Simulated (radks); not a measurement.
Results of a calculation; reference values are marked as such.
Q: Level of theory: scalar-relativistic Kohn-Sham, PBE, spin-polarised, spherical densities, point nucleus; open shells are filled with parallel spins first (spin-orbit coupling, left out, can overturn this in heavy ions) (a radial shooting solver on a logarithmic mesh with Libxc functionals). Each species is in its NIST ground configuration. Rank Ru4+, Tc4+, Te4+, Mo4+, Xe4+, Cd4+, Rh4+, Zr4+, Sb4+, In4+, Sr4+, Rb4+, I4+, Sn4+, Ag4+, Pd4+, Nb4+ by Delta-SCF ionisation energy (eV), largest first.

A: Zr4+ 80.633, Sn4+ 76.803, In4+ 73.489, Sr4+ 70.136, Cd4+ 70.107, Rb4+ 69.146, Ag4+ 66.635, Rh4+ 64.286, Pd4+ 63.044, Ru4+ 60.993, Te4+ 58.777, Tc4+ 57.622, Sb4+ 55.723, Xe4+ 54.208, Mo4+ 54.148, Nb4+ 50.535, I4+ 50.322.
